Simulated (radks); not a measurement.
Values are calculated unless marked as measured or tabulated.
These are the eigenvalues of the occupied orbitals of an atom or ion with whole-number occupations (Ry). Level of theory: scalar-relativistic Kohn-Sham, PBE, spin-unpolarised, spherical densities, finite nucleus; Fermi nuclear charge, rms radius of each element as measured or else 0.836 A^(1/3) + 0.57 fm (a radial shooting solver on a logarithmic mesh with Libxc functionals).

| orbital | eigenvalue |
|---|---|
| 1s | -4799.959 |
| 2s | -823.4523 |
| 2p | -723.5682 |
| 3s | -189.9561 |
| 3p | -160.1024 |
| 3d | -124.7294 |
| 4s | -40.68110 |
| 4p | -30.88613 |
| 4d | -18.21635 |
| 5s | -7.92612 |
| 5p | -5.56445 |
| 4f | -4.25708 |

Which element is it, and in what charge state? The configuration may be excited.

Answer. Z = 72, hafnium, charge +4: Hf4+ in [Xe] 4f14. The list shows which subshells hold electrons but not how many an open one holds; the 1s level, -2400 hartree, gives Z - s = 69.3 by -(Z - s)^2/2, which with screening and relativity narrows Z to a few neighbours, and the depths of the outer levels then fix element, charge and occupations together.
